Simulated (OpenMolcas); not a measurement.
**V3+: ligand-field states by method**

V3+ with its 6 nearest chloride ions at 2.477 Å, on the Y site of Cs2NaYCl6 (a = 10.7396 Å, distance in the model lattice 2.619 Å). The rest of the host is ab initio model potentials to 7.6 Å, with orthogonalisation functions on the cations behind the ligands, and point charges beyond; the distance is set by hand and nothing relaxes. Ligand basis ANO-RCC-VDZP.
```
V     0.0000    0.0000    0.0000
Cl    2.4770    0.0000    0.0000
Cl    0.0000    2.4770    0.0000
Cl   -2.4770    0.0000    0.0000
Cl    0.0000   -2.4770    0.0000
Cl    0.0000    0.0000    2.4770
Cl    0.0000    0.0000   -2.4770
```

```json
{
  "Program": "OpenMolcas 26.06",
  "Basis": "ANO-RCC-VDZP [5s4p2d1f]",
  "Scalar Hamiltonian": "DKH2, point nucleus",
  "Active space": "2 electrons in 5 orbitals (3d)",
  "State averaging": "2S+1 = 3 even, 10 roots; 2S+1 = 1 even, 15 roots",
  "Spin-orbit coupling": "RASSI with atomic mean-field integrals over the reference wave functions"
}
```

I. CASSCF
II. SS-CASPT2, IPEA 0.25 Eh, imaginary shift 0.1 Eh (closed shells correlated: 3s 3p and the ligand valence shells)

Spin-free states (labels of O, the rotations of Oh) in cm-1, each column counted from its own energy of the first state listed:

```json
{"State": "3T1", "Degeneracy": "3", "I": "0", "II": "0"}
{"State": "3T2", "Degeneracy": "3", "I": "8719", "II": "10830"}
{"State": "1T2", "Degeneracy": "3", "I": "13636", "II": "9760"}
{"State": "1E", "Degeneracy": "2", "I": "14192", "II": "10640"}
{"State": "3A2", "Degeneracy": "1", "I": "18813", "II": "23100"}
{"State": "3T1", "Degeneracy": "3", "I": "21694", "II": "20560"}
{"State": "1T2", "Degeneracy": "3", "I": "24129", "II": "22380"}
{"State": "1A1", "Degeneracy": "1", "I": "26013", "II": "21130"}
{"State": "1T1", "Degeneracy": "3", "I": "26754", "II": "25440"}
{"State": "1E", "Degeneracy": "2", "I": "33387", "II": "34020"}
{"State": "1A1", "Degeneracy": "1", "I": "54379", "II": "47640"}
```

From I to II, I's first state of the same spin (3T2) moves from 8719 to 10830 cm-1, by about +2100 cm-1.

From I to II, I's first state of another spin (1T2) moves from 13636 to 9760 cm-1, by about -3900 cm-1.

I: A least-squares ligand-field fit to the states below 45000 cm-1, each weighted by its degeneracy and with a free common offset, gives 10Dq = 9645 cm-1, B = 941 cm-1 and C = 3517 cm-1 (C/B = 3.74), with an rms deviation of 220 cm-1. The same method and metal basis give the free ion B = 1088 cm-1 (fit to its terms below 60000 cm-1, rms deviation 54 cm-1), so the nephelauxetic ratio is β = 941 / 1088 = 0.86; it hangs on how both fits weigh the states, and computed free-ion B values tend to be too large, so β mixes covalency with correlation.

II: A least-squares ligand-field fit to the states below 45000 cm-1, each weighted by its degeneracy and with a free common offset, gives 10Dq = 12062 cm-1, B = 741 cm-1 and C = 2629 cm-1 (C/B = 3.55), with an rms deviation of 256 cm-1. The same method and metal basis give the free ion B = 987 cm-1 (fit to its terms below 60000 cm-1, rms deviation 666 cm-1), so the nephelauxetic ratio is β = 741 / 987 = 0.75; it hangs on how both fits weigh the states, and computed free-ion B values tend to be too large, so β mixes covalency with correlation.

From I to II, 10Dq changes by +25 %, B by -21 % and C by -25 %.

χT at 300 K: I 0.90, II 0.90 cm3 K/mol.

Roots that are degenerate in the reference are averaged as groups; the widest CASPT2 spread within a group is 270 cm-1 (the 3-fold group of multiplicity 3 near 10800 cm-1 above the lowest state of its run, II). Shifts and gaps below about the spread of the groups concerned are not significant. Over all roots computed the reference weight is 0.67 to 0.68 in II; a low but even weight reflects the number of correlated electrons. An orbital triplet at a regular site is open to Jahn-Teller coupling, which can distort the site and quench the lowest spin-orbit gaps and is left out. Ligand-to-metal charge-transfer states are missing. With no ligand orbital active B as a rule stays too high, so bands that hang on it stand too high and its fall with covalency is understated. Without dynamic correlation the repulsion within the d shell is too large (B by tens of per cent), so at a given field states of lower spin stand too high (holds for I). With metal d orbitals alone and no dynamic correlation the field as a rule comes out too small, by tens of per cent, by up to half for chloride and softer ligands (holds for I). With one d shell and no ligand orbital active, 10Dq can be off by a tenth or more (holds for II). No measured value stands beside these numbers; the geometry was set by hand and not optimised.
